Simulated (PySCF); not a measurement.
Simulated C 1s region for `FC(F)(F)[C@@H]1C[CH2][GeH2][CH2]1`, binding energy against the vacuum level.

Every computed line was given a Gaussian of 1.0 eV full width at half maximum and an area set by the number of equivalent atoms; the highest printed point is 100. Theory: delta-SCF UKS SCAN, pcX-2 on the ionised atom, pcseg-1 elsewhere, spin-free X2C in PySCF.

(binding energy (eV), intensity): (289.0, 0), (289.2, 2), (289.4, 6), (289.6, 15), (289.8, 32), (290.0, 56), (290.2, 79), (290.4, 95), (290.6, 100), (290.8, 96), (291.0, 88), (291.2, 78), (291.4, 64), (291.6, 47), (291.8, 30), (292.0, 16), (292.2, 7), (292.4, 2), (292.6, 1), (292.8, 0), (293.0, 0), (293.2, 0), (293.4, 0), (293.6, 0), (293.8, 0), (294.0, 0), (294.2, 0), (294.4, 0), (294.6, 0), (294.8, 0), (295.0, 0), (295.2, 0), (295.4, 0), (295.6, 0), (295.8, 0), (296.0, 0), (296.2, 0), (296.4, 0), (296.6, 1), (296.8, 2), (297.0, 6), (297.2, 13), (297.4, 24), (297.6, 34), (297.8, 38), (298.0, 35), (298.2, 26), (298.4, 15), (298.6, 7), (298.8, 3), (299.0, 1), (299.2, 0)

Problem. How many maxima does the curve show, and how many computed lines lie under it?

Solution. The curve has 2 maxima (at 290.6 and 297.8 eV). Under it lie 5 lines from 5 inequivalent carbon sites. At this width some lines have no maximum of their own.

Problem. Decompose the envelope and assign each component. Numbering: `[F:1][C:2]([F:3])([F:4])[C@@H:5]1[CH2:6][CH2:7][GeH2:8][CH2:9]1`.

Solution. 
```json
{"position (eV)": "290.35", "relative area": "1", "line": "C 1s", "atoms": "C7", "environment": "sp3 carbon bound to germanium"}
{"position (eV)": "290.39", "relative area": "1", "line": "C 1s", "atoms": "C9", "environment": "sp3 carbon bound to germanium"}
{"position (eV)": "290.95", "relative area": "1", "line": "C 1s", "atoms": "C6", "environment": "ring CH2 carbon"}
{"position (eV)": "291.40", "relative area": "1", "line": "C 1s", "atoms": "C5", "environment": "sp3 CH carbon"}
{"position (eV)": "297.82", "relative area": "1", "line": "C 1s", "atoms": "C2", "environment": "CF3 carbon"}
```

Problem. What are the centre and the root-mean-square width of the whole band?

Solution. The area-weighted mean of the lines is 292.18 eV. Their own spread about it is 2.84 eV (rms) and each Gaussian has σ = 1.0/2.355 = 0.42 eV; the variances add, which gives 2.88 eV.

The listed C 1s values span 7.47 eV, from C7 (bonded to C, 2 H and Ge) to C2 (bonded to 3 F and C). Summing the Pauling electronegativity differences to the bonded atoms, each weighted by its formal bond order, gives -1.24 for the lowest site and +4.29 for the highest; no listed site has a larger sum than the highest. The values 290.35 and 290.39 eV lie too close for their order to be trusted.

Shake-up satellites, vibrational structure and lifetime widths aren't simulated. Isolated species at its PBE0-D3(BJ)/def2-SVP geometry (one conformer only).

The run took 2.2 min of wall time on one thread of an Arm Neoverse V1, no GPU, shared host, and the process peaked at 0.68 GiB of memory.
